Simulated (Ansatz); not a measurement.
Reaction (ligand exchange at the Al–C bond): `C=[CH][AlH2]` + `NCS` → `NC[S][AlH2]` + `C=C`

Computed with Ansatz on PBE0-D4/def2-TZVP structures; ΔE is electronic, products minus reactants. CBS: MP2 limit from def2 TZ/QZ plus the TZ coupled-cluster correction, frozen cores. This one scheme is used for every species. Functionals use def2-TZVPP. Each species was taken in one conformer, which may not be the lowest.

```json
{"level": "BLYP", "ΔE (kJ/mol)": "-106.1"}
{"level": "CCSD(T)/def2-TZVPP", "ΔE (kJ/mol)": "-107.5"}
```

What does CCSD(T)/CBS give? (An estimate is asked.)

The calculation gave: -110.5 kJ/mol. The listed levels differ from it by 4.4, 3.0 kJ/mol.

Largest T1 diagnostic among the species: 0.011.

Leaving LDA and LC-ωPBE aside and taking each functional with its dispersion term where it has one, the values, not all of them listed here, spread over 6.4 kJ/mol, from r2SCAN-D4 to ωB97X-V.
